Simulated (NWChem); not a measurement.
Molecule: C2H3NO2Si; SMILES O=C=N[SiH2]C=O

```xyz
9

O      0.6047     3.2858     0.0000
C      0.2128     2.1871     0.0000
N     -0.1845     1.0568     0.0000
Si    -0.7862    -0.5545     0.0000
C      0.6880    -1.7988     0.0000
O      0.4550    -2.9812     0.0000
H     -1.6008    -0.7915     1.2230
H     -1.6008    -0.7915    -1.2230
H      1.7495    -1.4217     0.0000
```
Atoms are numbered in this order, from 1.

Program: NWChem. All runs use the structure optimised with PBE0/def2-SVP. Level: PBE0/def2-SVP with SMD (1 M gas to 1 M solution), gas-phase geometry. Reactions with the solvent are ignored.

Q: What does the run give for solvent water? Quantities: solvation free energy (kcal/mol); cavity-dispersion-structure term (kcal/mol); dipole in solution (D).

A: The solvation free energy (kcal/mol) is 1.8. The cavity-dispersion-structure term (kcal/mol) is 8.1 and the dipole in solution (D) is 0.51.
